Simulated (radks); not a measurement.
The numbers below are computed, except where a source is named.
Problem. Ionisation ladder of gadolinium, from Gd XLV to Gd LXIV. Each ion is in the ground configuration listed by NIST, and IE = E(next ion) - E(this ion), with E = 0 for the bare nucleus. Level of theory: Dirac Kohn-Sham, exchange-only PBE, spin-unpolarised, spherical densities, finite nucleus; open shells fill j = l - 1/2 first; Fermi nuclear charge, rms radius 5.1569 fm (a radial shooting solver on a logarithmic mesh with Libxc functionals).

species    configuration  IE, Delta-SCF (eV)  -e(HOMO) (eV)   HOMO  <r> HOMO (bohr)
Gd XLV          [Ar] 3d2              3542.6         3484.0  3d3/2            0.197
Gd XLVI         [Ar] 3d1                   ?         3601.5  3d3/2            0.195
Gd XLVII            [Ar]                   ?         3933.0  3p3/2            0.224
Gd XLVIII   [Ne] 3s2 3p5              4088.1         4036.3  3p3/2            0.223
Gd XLIX     [Ne] 3s2 3p4              4192.2         4140.1  3p3/2            0.221
Gd L        [Ne] 3s2 3p3              4296.7         4244.4  3p3/2            0.220
Gd LI       [Ne] 3s2 3p2                   ?         4535.0  3p1/2            0.209
Gd LII      [Ne] 3s2 3p1              4699.9         4644.9  3p1/2            0.208
Gd LIII         [Ne] 3s2              4932.3         4881.3  3s1/2            0.220
Gd LIV          [Ne] 3s1              5034.8         4983.4  3s1/2            0.219
Gd LV               [Ne]             11292.1        11150.4  2p3/2           0.0824
Gd LVI      [He] 2s2 2p5                   ?        11434.1  2p3/2           0.0818
Gd LVII     [He] 2s2 2p4             11863.2        11719.7  2p3/2           0.0813
Gd LVIII    [He] 2s2 2p3             12151.0        12006.9  2p3/2           0.0807
Gd LIX      [He] 2s2 2p2             13222.1        13065.2  2p1/2           0.0739
Gd LX       [He] 2s2 2p1             13536.3        13379.2  2p1/2           0.0734
Gd LXI          [He] 2s2             13990.2        13864.2  2s1/2           0.0882
Gd LXII         [He] 2s1             14236.0        14114.9  2s1/2           0.0879
Gd LXIII            [He]               58048          57519  1s1/2           0.0218
Gd LXIV              1s1               59037          58569  1s1/2           0.0217

Estimate the withheld Delta-SCF values.

Solution. Gd XLVI: 3660.8 eV (NIST 3660); Gd XLVII: 3984.6 eV (NIST 3980); Gd LI: 4590.0 eV (NIST 4578); Gd LVI: 11576.7 eV (NIST 11552).

Beside tabulated values, note that spin-unpolarised runs miss the spin-polarisation part of the exchange energy of open shells.
